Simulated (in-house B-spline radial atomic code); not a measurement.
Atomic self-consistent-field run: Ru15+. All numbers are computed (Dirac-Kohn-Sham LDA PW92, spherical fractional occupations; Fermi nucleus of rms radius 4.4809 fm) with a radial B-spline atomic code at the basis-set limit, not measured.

Command:
```bash
python run_scf.py task.json out
```
Settings (nuclear radius in fm, mass in u):
```
Z                44
configuration    [Ar] 3d10 4s1
hamiltonian      dirac
method           lda,pw
spin_polarised   False
nucleus          fermi
rms_radius       4.4809
atomic_mass      101.90434
speed_of_light   137.035999084
```

Output (hartree, bohr):
```
 radial grid: 63 intervals, B-splines of order 8, outer radius 6.6242 bohr

 iter        energy (Eh)    residual
    1       -4395.548435    2.72e+00
    2       -4434.657827    1.40e+00
    3       -4444.692996    3.96e-01
    4       -4445.627990    1.08e-01
    5       -4445.682150    5.21e-02
    6       -4445.700541    1.29e-03
    7       -4445.700550    1.62e-05
    8       -4445.700550    2.50e-07

 total energy                     -4445.70055
 kinetic                            4627.6322
 electron-nucleus                 -10369.3957
 Hartree                            1413.8108
 exchange-correlation               -117.7478

 first-order corrections (not in the total)
   Gaunt                             3.1243
   retardation                      -0.3108
   frequency dependence             -0.0208
   self-energy                       2.1231
   Uehling                          -0.2512
   Wichmann-Kroll                    0.0041
   recoil                            0.0168

 orbital      occ     eigenvalue          <r>       <r^2>       <1/r>     <1/r^2>     <1/r^3>       r_max    small
 1s1/2      2.000      -817.9345    0.0334674  0.00151227     45.8285     4458.89           -     0.02174  2.58e-02
 2s1/2      2.000      -128.6437     0.145339   0.0249539     10.4924     494.508           -      0.1231  5.34e-03
 2p1/2      2.000      -119.9832     0.123533   0.0187337      10.478       160.4           -     0.09541  5.36e-03
 2p3/2      4.000      -115.1672     0.128296    0.020077     9.92635     134.313     2805.23     0.09941  5.17e-03
 3s1/2      2.000       -32.7493      0.39902     0.18213     3.65974     93.8069           -      0.3604  1.49e-03
 3p1/2      2.000       -29.3790     0.390832    0.177456      3.5705     30.1585           -      0.3465  1.44e-03
 3p3/2      4.000       -28.5397     0.401004    0.186549     3.43773     25.4379     496.244      0.3559  1.39e-03
 3d3/2      4.000       -22.5703     0.372959    0.165492     3.27565     13.5778     75.1138      0.2954  1.28e-03
 3d5/2      6.000       -22.4036      0.37617    0.168182     3.24155     13.2408     71.3092      0.2981  1.27e-03
 4s1/2      1.000       -13.4525     0.879524    0.867612     1.60315     24.2763           -      0.8428  5.06e-04
```

Time taken, with all properties: 0.81 s on 1 thread of Arm Neoverse V1, with other jobs on the host.

For the Dirac Hamiltonian the kinetic term is c α·p + (β - 1)c².
